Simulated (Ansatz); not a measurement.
Two isomers of C2H7NSSi: A = `C=NCS[SiH3]`, B = `SC[SiH]1CN1`.

Program: Ansatz. Geometries: PBE0-D4/def2-TZVP. ΔE: electronic, gas phase. CCSD(T)/CBS is the MP2 limit (def2-TZVPP, def2-QZVPP) plus CCSD(T) − MP2 in def2-TZVPP, frozen cores. DFT in def2-TZVPP. B3LYP here is the variant with VWN-RPA as its local correlation; programs differ in this. One conformer a species, not always the lowest.

Which isomer does CCSD(T)/CBS put lower? Give the gap. (Estimate.)

Ansatz gave: A, by 4.9 kcal/mol.

Give E(B) − E(A) in kcal/mol with PBE0-D4, B2PLYP, HF/def2-TZVPP, B3LYP, MP2/def2-TZVPP, CCSD(T)/def2-TZVPP, CCSD/def2-TZVPP. (Best estimate.)

Ansatz gave: PBE0-D4 2.7, B2PLYP 6.4, HF/def2-TZVPP 12.6, B3LYP 7.1, MP2/def2-TZVPP 3.9, CCSD(T)/def2-TZVPP 6.2, CCSD/def2-TZVPP 6.2. None reverses the order clearly.

Largest T1 diagnostic: 0.012.

From PBE to PBE0 (25 % exact exchange), in def2-TZVPP and without D4, E(B) − E(A) moves by −1.0 kcal/mol. In def2-TZVPP, CCSD(T) changes the Hartree–Fock value by −6.4 kcal/mol (the triples alone add +0.0 kcal/mol) and MP2 by −8.7 kcal/mol.
